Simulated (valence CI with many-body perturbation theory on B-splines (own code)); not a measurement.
Results of a calculation; reference values are marked as such.
## Tc XII: magnetic and hyperfine properties of the levels

Method: valence CI with perturbative core correlation (CI+MBPT): four valence electrons over a frozen Dirac-Fock core [Ar] 3d10, radial functions for each j: 11 s, 11 p, 10 d, 8 f, 5 g, 2 h, with the one-electron correlation potential Σ1 (screened to all orders), the two-electron term Σ2, the three-electron term Σ3, Breit, model QED; selected single and double excitations, second order for the rest, scaled by the run's own slope (own B-spline code, finite nucleus).

No measured spectrum was set against this ion. As an estimate, levels hold to about 250 cm⁻¹ or 0.2 % of their energy and the worst to 1 %, as in measured heavy ions of charge 2 to 7; those with d or f electrons hold less well. Among the levels kept, up to 630 cm⁻¹ of a level comes from second order outside the variational space, and about a tenth of that is noise between levels of different J, which matters for small intervals.

A/g_I is the dipole constant over the nuclear g factor μ/I (μ in nuclear magnetons, uniformly magnetised nucleus), B/Q the quadrupole constant per barn. Both hold the static response of the core; the bare values leave it out. Large factors of s and p1/2 electrons are usually good to 5 to 10 %; those of open d and f shells near neutrality can be off by tens of per cent, and small factors of p3/2, d and f electrons come from cancelling terms and can be off by a factor of two or in sign, in half-filled shells by more. B is blank for J = 1/2, where it vanishes, and for nearly pure S terms. Energies count from the lowest level. Levels with J = 0 are left out.

Names give the largest LS component (configuration and term), which can be under half, so a name can repeat, a term be missing and a line seem to break the LS rules; names also repeat where a configuration has a term twice.

| Level | E (cm⁻¹) | g | A/g_I (MHz) | A/g_I bare | B/Q (MHz/b) | B/Q bare |
| --- | --- | --- | --- | --- | --- | --- |
| 4s2 4p2 3P_1 | 21509 | 1.501 | -707 | -784 | 4220 | 3890 |
| 4s2 4p2 3P_2 | 31998 | 1.328 | 8850 | 8200 | -244 | -229 |
| 4s2 4p2 1D_2 | 63843 | 1.171 | 5630 | 5250 | 8600 | 7950 |
| 4s 4p3 5S°_2 | 220850 | 1.965 | 23900 | 22300 |  |  |
| 4s 4p3 3D°_1 | 272570 | 0.652 | -13800 | -12900 | 6200 | 5730 |
| 4s 4p3 3D°_2 | 274160 | 1.242 | 16000 | 15000 | 10200 | 9390 |
| 4s 4p3 3D°_3 | 282780 | 1.333 | 21900 | 20500 | -658 | -594 |
| 4s 4p3 3P°_1 | 312940 | 1.381 | 27200 | 25500 | -6540 | -6030 |
| 4s 4p3 3P°_2 | 316500 | 1.369 | 15300 | 14300 | -9710 | -8990 |
| 4s 4p3 1D°_2 | 349750 | 1.089 | 13600 | 12800 | -2200 | -2070 |
| 4s 4p3 3S°_1 | 362470 | 1.654 | -6110 | -5810 | 49.2 | 44.9 |
| 4s 4p3 1P°_1 | 398150 | 1.311 | -6800 | -6420 | 2.34 | 14.0 |
| 4s2 4p 4d 3F°_2 | 414440 | 0.688 | 7260 | 6880 | 5440 | 4960 |
| 4s2 4p 4d 3F°_3 | 427210 | 1.089 | 4370 | 4120 | 5540 | 5030 |
| 4s2 4p 4d 3F°_4 | 447260 | 1.250 | 2150 | 2000 | 10100 | 9220 |
| 4s2 4p 4d 3P°_2 | 450660 | 1.231 | -12.1 | 25.7 | -448 | -471 |
| 4s2 4p 4d 3D°_1 | 460660 | 0.896 | -4700 | -4350 | 1220 | 1100 |
| 4s2 4p 4d 1D°_2 | 472830 | 1.135 | 1180 | 1060 | -642 | -641 |
| 4s2 4p 4d 3P°_1 | 482930 | 1.123 | 3000 | 2850 | -4410 | -4050 |
| 4s2 4p 4d 3D°_3 | 484950 | 1.308 | 3570 | 3330 | -4230 | -3920 |
| 4s2 4p 4d 3D°_2 | 486850 | 1.280 | 3590 | 3380 | -5790 | -5330 |
| 4s2 4p 4d 1F°_3 | 519880 | 1.019 | 3100 | 2920 | 9210 | 8430 |
| 4s2 4p 4d 1P°_1 | 527360 | 0.980 | -1540 | -1380 | 1260 | 1140 |
| 4p4 3P_2 | 554520 | 1.388 | 5110 | 4810 | 1630 | 1500 |
| 4p4 3P_1 | 581530 | 1.498 | 1090 | 1060 | -3190 | -2940 |
| 4p4 1D_2 | 588810 | 1.111 | 9480 | 8880 | -10800 | -9960 |
| 4s 4p2 4d 5F_1 | 610820 | 0.091 | -18000 | -16800 | -75.2 | -102 |
| 4s 4p2 4d 5F_2 | 614630 | 1.068 | 4740 | 4480 | 2460 | 2230 |
| 4s 4p2 4d 5F_3 | 621270 | 1.300 | 9070 | 8530 | 4120 | 3730 |
| 4s 4p2 4d 5F_4 | 631760 | 1.368 | 10200 | 9560 | 3830 | 3440 |
| 4s 4p2 4d 5D_1 | 635670 | 1.431 | 14200 | 13400 | -4700 | -4300 |
| 4s 4p2 4d 5D_2 | 637260 | 1.398 | 13300 | 12500 | -5800 | -5330 |
| 4s 4p2 4d 5D_3 | 639680 | 1.401 | 14100 | 13200 | -5170 | -4780 |
| 4s 4p2 4d 5F_5 | 643540 | 1.389 | 12500 | 11700 | -6340 | -5950 |

Q: Take the isotope of mass number 99, with I = 9/2, μ = 5.678 μN and Q = -0.129 b. What is the hyperfine structure of 4s2 4p2 1D_2?

A: From the table A = 7110 MHz, B = -1110 MHz. Shifts from the centre of gravity in MHz: F = 5/2: -78700, F = 7/2: -53300, F = 9/2: -21000, F = 11/2: 18100, F = 13/2: 63700.
